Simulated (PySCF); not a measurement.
A series of substituents X on one scaffold: SiH2Cl-X. All species are isolated molecules in the gas phase. One relaxed conformer stands for each flexible species; it need not be the lowest. Strings in code marks are SMILES.

Calculation: B3LYP-D3(BJ)/def2-TZVP // PBE0-D4/def2-TZVP (PySCF). B3LYP has the VWN-RPA correlation part, as in Gaussian. Delta-SCF ions had no search for a lower state. Excitations are Tamm–Dancoff values on a coarser integration grid. The basis has no diffuse functions, so Rydberg states are missing or too high.

A: X = boryl
B: X = methylsulfinyl (`C[S@@](=O)[SiH2]Cl` (O–S–Si–Cl torsion 174°))
C: X = ethynyl
D: X = selanyl (`[SiH2](Cl)[SeH]` (Cl–Si–Se–H torsion 72°))
E: X = propynyl
F: X = methyl (`C[SiH2]Cl`)

Q: A design calls for the lowest vertical ionisation energy (Delta-SCF) in this set. Which member fits?

A: B (8.81 eV); next is D (9.67 eV).
